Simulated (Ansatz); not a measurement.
Hf₄⁻, relaxed as a quartet with UKS r2SCAN-D4/def2-SVPD in Ansatz, starting from the r2SCAN-D4/def2-SVPD geometry of the charge -1 doublet. Force threshold 0.02 eV/Å.

In the def2 sets Hf takes a core potential; there is no spin–orbit coupling. The charge -1 quartet is spin-contaminated (final ⟨S²⟩ up to 4.60, 3.75 for a pure state). The highest occupied level of the charge -1 quartet lies above zero (up to 0.40 eV). The electron is either unbound and held by the finite basis, or the level is raised by self-interaction error. The structure comes from a short search, and lower isomers may exist.

Start:

```csv
atom,x (Å),y (Å),z (Å)
Hf1,1.406,0.334,0.912
Hf2,-1.371,0.198,1.035
Hf3,-0.027,1.071,-1.358
Hf4,-0.007,-1.603,-0.589
```

| step | energy (eV) | largest force component (eV/Å) | SCF passes |
| --- | --- | --- | --- |
| 1 | -5221.5168 | 0.306 | 44 |
| 2 (rejected) | -5221.5091 | 0.441 | 47 |
| 3 | -5221.5266 | 0.111 | 50 |
| 4 | -5221.5274 | 0.005 | 40 |

Force components are those of the run's own axes.

End:

Cartesian coordinates in Å:
```
Hf 1.4244 0.3281 0.9199
Hf -1.3781 0.2154 1.0192
Hf -0.0483 1.0793 -1.3480
Hf 0.0020 -1.6227 -0.5911
```

By distances, no bond broke or formed. The bond that changes most is Hf2–Hf3, from 2.88 to 2.85 Å (atoms count from 1).

No frequencies were taken in this run, so the end may be a saddle point.

It took 43 s on 4 threads of Arm Neoverse V2 on a shared host.
